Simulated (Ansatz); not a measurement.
InSi₆⁻, 7 atoms. Hardware: 4 threads of Arm Neoverse V2 on a shared host.

In the def2 sets In takes a core potential; there is no spin–orbit coupling. Correlated methods freeze 34 core orbitals; core or outer-core shells of In are correlated, in sets that lack core-valence functions.

Task: How many basis functions does each of these Ansatz runs have, and roughly what does it cost? PBE0-D4/def2-TZVPD, charge -1 singlet, energy, from earlier orbitals; MP2/def2-TZVPD, charge -1 singlet, energy, from earlier orbitals; PBE-D4/def2-TZVPD, charge -1 singlet, energy and forces, from earlier orbitals; LDA (SPW92)/def2-TZVPD, charge -1 singlet, energy, from earlier orbitals; CCSD(T)/def2-SVPD, charge -1 singlet, energy, from earlier orbitals; ωB97X-V/def2-TZVPD, charge -1 singlet, energy, from earlier orbitals; HF/STO-3G, charge -1 singlet, energy; B3LYP-D4/def2-TZVPD, charge -1 singlet, energy, from earlier orbitals; PBE0-D4/def2-SVPD, charge -1 singlet, relaxation, 18 steps; r2SCAN-D4/def2-TZVPD, charge -1 singlet, energy, from earlier orbitals.

Result: Other jobs shared the machine, so times can vary by a factor of up to 3. A dash marks memory too small to be measured apart from the calling script's.

| run | functions | fitting or Cholesky vectors | wall time | peak host memory (GiB) |
| --- | --- | --- | --- | --- |
| HF/STO-3G, charge -1 singlet, energy | 81 | 960 | 0.9 s | – |
| LDA (SPW92)/def2-TZVPD, charge -1 singlet, energy, from earlier orbitals | 314 | 2081 | 4.1 s | 0.76 |
| PBE-D4/def2-TZVPD, charge -1 singlet, energy and forces, from earlier orbitals | 314 | 2081 | 9 s | 0.77 |
| MP2/def2-TZVPD, charge -1 singlet, energy, from earlier orbitals | 314 | 2083 | 15 s | 1.4 |
| PBE0-D4/def2-TZVPD, charge -1 singlet, energy, from earlier orbitals | 314 | 2289 | 16 s | 1.5 |
| B3LYP-D4/def2-TZVPD, charge -1 singlet, energy, from earlier orbitals | 314 | 2240 | 17 s | 1.5 |
| r2SCAN-D4/def2-TZVPD, charge -1 singlet, energy, from earlier orbitals | 314 | 2081 | 17 s | 0.81 |
| ωB97X-V/def2-TZVPD, charge -1 singlet, energy, from earlier orbitals | 314 | 2197 | 32 s | 1.8 |
| CCSD(T)/def2-SVPD, charge -1 singlet, energy, from earlier orbitals | 176 | 1806 | 48 s | 1.6 |
| PBE0-D4/def2-SVPD, charge -1 singlet, relaxation, 18 steps | 176 | 1863 | 1.7 min | 0.6 |
